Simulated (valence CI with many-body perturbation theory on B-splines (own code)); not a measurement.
The numbers below are computed, except where a source is named.
From CI to CI+MBPT in Bi⁴⁴⁺

Level of theory: relativistic CI+MBPT: three valence electrons over a frozen Dirac-Fock core [Kr], radial functions for each j: 9 s, 9 p, 10 d, 8 f, 5 g, 3 h, 1 i, with the one-electron correlation potential Σ1 (screened to all orders), the two-electron term Σ2, the three-electron term Σ3, Breit, model QED; selected single and double excitations, second order for the rest (own B-spline code, finite nucleus).

The last digits are not significant, and no measured levels were compared; by estimate large intervals hold to a few tenths of a per cent, small ones and those within an open d or f shell to about a per cent. Only levels of the ground parity were solved; by the run's estimate the other parity begins above the list, which can be wrong where configurations are misplaced.

Each rung adds one term. CI alone is the Dirac-Coulomb CI over the frozen core; QED comes last and gives the full result, which names the levels. Energies are above (4d3/2^3) J=3/2 on the same rung, in cm⁻¹.

Levels are named by their leading jj configuration (3d3/2^4 stands for four electrons in 3d with j = 3/2), which in mixed levels can hold well under half, so a name can repeat and another be missing. Letters in brackets count levels of one name in rising energy.

| Level | CI alone | + Σ1 | + Σ2 | + Σ3 | + Breit | Full |
| --- | --- | --- | --- | --- | --- | --- |
| (4d3/2^2 4d5/2) J=5/2 [a] | 247036 | 248045 | 248584 | 248733 | 243387 | 244094 |
| (4d3/2^2 4d5/2) J=3/2 | 268494 | 269489 | 269107 | 269633 | 264667 | 265364 |
| (4d3/2^2 4d5/2) J=7/2 | 289317 | 290359 | 288759 | 288584 | 282168 | 282885 |
| (4d3/2^2 4d5/2) J=9/2 | 291348 | 292384 | 289870 | 289857 | 282978 | 283683 |
| (4d3/2^2 4d5/2) J=1/2 | 289364 | 290366 | 289451 | 289978 | 284762 | 285464 |
| (4d3/2^2 4d5/2) J=5/2 [b] | 375097 | 376147 | 373951 | 373533 | 368166 | 368898 |
| (4d3/2 4d5/2^2) J=7/2 [a] | 528124 | 530129 | 530829 | 530897 | 520083 | 521491 |
| (4d3/2 4d5/2^2) J=9/2 | 548833 | 550867 | 550290 | 550455 | 538654 | 540074 |
| (4d3/2 4d5/2^2) J=3/2 [a] | 561312 | 563316 | 564380 | 564209 | 554148 | 555560 |
| (4d3/2 4d5/2^2) J=1/2 | 572768 | 574778 | 575109 | 575592 | 565276 | 566691 |
| (4d3/2 4d5/2^2) J=5/2 [a] | 578983 | 580971 | 579614 | 579138 | 568891 | 570286 |
| (4d3/2 4d5/2^2) J=11/2 | 587829 | 589883 | 586808 | 586792 | 574172 | 575588 |
| (4d3/2 4d5/2^2) J=5/2 [b] | 613566 | 615613 | 613814 | 613206 | 602367 | 603794 |
| (4d3/2 4d5/2^2) J=7/2 [b] | 617472 | 619503 | 616463 | 616097 | 604801 | 606210 |
| (4d3/2 4d5/2^2) J=3/2 [b] | 684894 | 686937 | 687339 | 686613 | 676600 | 678033 |
| (4d5/2^3) J=9/2 | 827206 | 830230 | 831030 | 830875 | 814333 | 816457 |
| (4d5/2^3) J=3/2 | 874299 | 877299 | 877566 | 877237 | 861937 | 864049 |
| (4d5/2^3) J=5/2 | 910639 | 913625 | 915920 | 915049 | 899917 | 902026 |

How does the ionisation energy move along the ladder, and which term matters most?

CI alone 2251.6, + Σ1 2254.5, + Σ2 2256.3, + Σ3 2256.3, + Breit 2254.6, + QED 2254.7 eV. The largest step is Σ1, 3.0 eV. NIST lists 2253 ± 4 eV (theoretical).
